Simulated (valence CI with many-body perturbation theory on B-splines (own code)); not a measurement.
The numbers below are computed, except where a source is named.
# Ladder of approximations for Tl X

Method: configuration interaction combined with many-body perturbation theory (CI+MBPT): four valence electrons over a frozen Dirac-Fock core [Xe] 4f14, radial functions for each j: 9 s, 9 p, 10 d, 8 f, 5 g, 3 h, 1 i, with the one-electron correlation potential Σ1 (screened to all orders), the two-electron term Σ2, the three-electron term Σ3, Breit, model QED; selected single and double excitations, second order for the rest, scaled by the run's own slope (own B-spline code, finite nucleus).

No measured levels were compared; by estimate terms of the open shell hold to 2 to 4 % of their energy, and close levels can change places. Core correlation moves these levels by up to 17000 cm⁻¹, and in measured spectra 5 to 20 % of such shifts remained as error; rates that hang on mixing are uncertain with them. Only levels of the ground parity were solved; by the run's estimate the other parity begins above the list, which can be wrong where configurations are misplaced.

Each rung adds one term. CI alone is the Dirac-Coulomb CI over the frozen core; QED comes last and gives the full result, which names the levels. Energies are above (5d3/2^4) J=0 on the same rung, in eV.

Levels are named by their leading jj configuration (3d3/2^4 stands for four electrons in 3d with j = 3/2), which in mixed levels can hold well under half, so a name can repeat and another be missing. Letters in brackets count levels of one name in rising energy.

```tsv
Level	CI alone
(5d3/2^3 5d5/2) J=1	1.737
(5d3/2^3 5d5/2) J=2	2.893
(5d3/2^3 5d5/2) J=3	3.573
(5d3/2^3 5d5/2) J=4	3.661
(5d3/2^2 5d5/2^2) J=0 [a]	5.022
(5d3/2^2 5d5/2^2) J=4 [a]	5.452
(5d3/2^2 5d5/2^2) J=3 [a]	5.999
(5d3/2^2 5d5/2^2) J=2 [a]	5.974
(5d3/2^2 5d5/2^2) J=5	6.573
(5d3/2^2 5d5/2^2) J=1	6.527
(5d3/2^2 5d5/2^2) J=6	7.082
(5d3/2^2 5d5/2^2) J=4 [b]	7.568
(5d3/2^2 5d5/2^2) J=2 [b]	7.596
(5d3/2^2 5d5/2^2) J=3 [b]	7.792
(5d3/2 5d5/2^3) J=4 [a]	8.414
(5d3/2^2 5d5/2^2) J=2 [c]	8.927
```

What do these energies become with core correlation, Breit and QED?

(5d3/2^3 5d5/2) J=1 1.820 (+0.0822); (5d3/2^3 5d5/2) J=2 2.996 (+0.1031); (5d3/2^3 5d5/2) J=3 3.663 (+0.0896); (5d3/2^3 5d5/2) J=4 3.673 (+0.0113); (5d3/2^2 5d5/2^2) J=0 [a] 5.271 (+0.2490); (5d3/2^2 5d5/2^2) J=4 [a] 5.516 (+0.0647); (5d3/2^2 5d5/2^2) J=3 [a] 6.028 (+0.0287); (5d3/2^2 5d5/2^2) J=2 [a] 6.103 (+0.1297); (5d3/2^2 5d5/2^2) J=5 6.541 (-0.0313); (5d3/2^2 5d5/2^2) J=1 6.782 (+0.2546); (5d3/2^2 5d5/2^2) J=6 7.013 (-0.0684); (5d3/2^2 5d5/2^2) J=4 [b] 7.576 (+0.0072); (5d3/2^2 5d5/2^2) J=2 [b] 7.711 (+0.1153); (5d3/2^2 5d5/2^2) J=3 [b] 7.798 (+0.0067); (5d3/2 5d5/2^3) J=4 [a] 8.612 (+0.1979); (5d3/2^2 5d5/2^2) J=2 [c] 9.290 (+0.3632).

How does the ionisation energy move along the ladder, and which term matters most?

CI alone 155.55, + Σ1 157.32, + Σ2 158.54, + Σ3 158.54, + Breit 158.48, + QED 158.50 eV. The largest step is Σ1, 1.76 eV. NIST lists 158 ± 2.2 eV (theoretical).
